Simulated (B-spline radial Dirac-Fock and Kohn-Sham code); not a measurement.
Levels of muonic ¹⁰⁶Cd

Nucleus: ¹⁰⁶Cd, Fermi distribution (skin thickness 2.3 fm), rms radius 4.5383 fm (measured, Angeli and Marinova 2013).

The computed values come from an atomic code on a B-spline grid: the Dirac equation of a negative muon with reduced mass in the field of a spherical finite nucleus, with the Uehling potential to all orders; nuclear polarisation, deformation, hyperfine structure, self-energy, higher-order vacuum polarisation, relativistic recoil and electron screening are left out.

| level | binding (keV) | point nucleus, no QED (keV) | vacuum polarisation (keV) | ⟨r⟩ (fm) |
| --- | --- | --- | --- | --- |
| 1s1/2 | 4920 | 6687 | 33.967 | 10.5 |
| 2s1/2 | 1429 | 1685 | 7.190 | 36.1 |
| 2p1/2 | 1671 | 1685 | 9.448 | 25.7 |
| 2p3/2 | 1631 | 1631 | 8.812 | 26.5 |
| 3s1/2 | 664.6 | 742.9 | 2.444 | 77.8 |
| 3p1/2 | 737.5 | 742.9 | 2.942 | 64.9 |
| 3p3/2 | 726.3 | 726.9 | 2.787 | 66.0 |
| 3d3/2 | 729.3 | 726.9 | 2.393 | 55.0 |
| 3d5/2 | 724.2 | 721.9 | 2.331 | 55.6 |
| 4d3/2 | 409.6 | 408.6 | 0.982 | 110.4 |
| 4d5/2 | 407.4 | 406.5 | 0.958 | 111.1 |
| 4f5/2 | 407.3 | 406.5 | 0.786 | 95.2 |
| 4f7/2 | 406.2 | 405.4 | 0.777 | 95.6 |
| 5f5/2 | 260.5 | 260.2 | 0.376 | 166.8 |
| 5f7/2 | 260.0 | 259.6 | 0.372 | 167.3 |
| 5g7/2 | 259.9 | 259.6 | 0.294 | 146.0 |
| 5g9/2 | 259.6 | 259.3 | 0.292 | 146.3 |
| 6g7/2 | 180.5 | 180.3 | 0.157 | 233.7 |
| 6g9/2 | 180.3 | 180.1 | 0.156 | 234.1 |
| 6h9/2 | 180.2 | 180.1 | 0.117 | 207.4 |
| 6h11/2 | 180.1 | 180.0 | 0.117 | 207.7 |

Problem. By how much does the finite nuclear size lower the 1s binding energy?

Solution. By 1800 keV, 26.92 % of the point-nucleus value (point value plus vacuum polarisation less the binding energy). The 1s orbit has ⟨r⟩ = 10.5 fm.
